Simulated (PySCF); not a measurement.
**A survey of ¹⁹F NMR shifts**

[PySCF 2.14: structure optimised with GFN2-xTB; PBE0/pcSseg-1 with gauge-including orbitals; one conformer; non-relativistic; rapidly exchanging positions averaged; in vacuum]

Shieldings were converted by a linear fit to measured shifts: ¹⁹F (scatter 6.0 ppm rms, 7.0 ppm with the 5 outliers that the fit left out vs CFCl3, solution or neat liquid, with a term for F on sp3 carbon). A few per cent of atoms miss by over 2 rms, more outside the fitted compound classes.

(1) Give the ¹⁹F shifts of `CCC[P@]1(=N)C[C@@H](F)C1`.

(2) Order these by ¹⁹F shift, lowest first.
A. C#C/C=C1/C(=C)CC1(F)F
B. C/N=C/[C@@H]1C[Si@@H](CF)N1
C. F[C@@H]1[SiH2]C=C1CC[SiH3]
D. CO[C@]1(C(=O)Cl)C[C@H](F)C1

Results:

(1) 
```
                compound                environment  δ (ppm)
CCC[P@]1(=N)C[C@@H](F)C1  fluorine on an sp3 carbon   -162.6
```

(2) B (-273.9 ppm, fluorine on an sp3 carbon), C (-206.7 ppm, fluorine on an sp3 carbon), D (-166.3 ppm, fluorine on an sp3 carbon), A (-99.3 ppm, fluorine of a CF2 group).
